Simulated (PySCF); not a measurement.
## CI: from constants to spectrum

PBE0 constants of CI, ²Π (doublet), unpaired electrons π ↑ (basis C cc-pVTZ, I cc-pVTZ-PP with ECP28; scalar-relativistic core potentials; PySCF 2.14; masses 12.0000 and 126.9045 u):

```
ωe              : 651.2 cm⁻¹
ωexe            : 3.08 cm⁻¹
Be              : 0.37259 cm⁻¹
αe              : 0.00269 cm⁻¹
D (centrifugal) : 4.88e-07 cm⁻¹
De to C + I     : 3.07 eV
```

**Question.** Give the vibrational terms G(v) and spacings up to v = 6.

**Answer.** G(v) = ωe(v+½) − ωexe(v+½)².

| v | G(v) (cm⁻¹) | G(v) − G(v−1) | Bv (cm⁻¹) |
| --- | --- | --- | --- |
| 0 | 324.8 |  | 0.3712 |
| 1 | 969.9 | 645.0 | 0.3686 |
| 2 | 1608.8 | 638.9 | 0.3659 |
| 3 | 2241.5 | 632.7 | 0.3632 |
| 4 | 2868.0 | 626.6 | 0.3605 |
| 5 | 3488.4 | 620.4 | 0.3578 |
| 6 | 4102.7 | 614.2 | 0.3551 |

**Question.** How well does the Morse estimate ωe²/(4ωexe) reproduce De, and what is D0?

**Answer.** It gives 4.27 eV, 139 % of the computed De. D0 = De − G(0) = 3.07 − 0.04 = 3.03 eV.

These are scalar-relativistic numbers at best; spin–orbit coupling would shift them, the dissociation energy most. The state was picked by a PBE0 search and need not be the measured ground state.
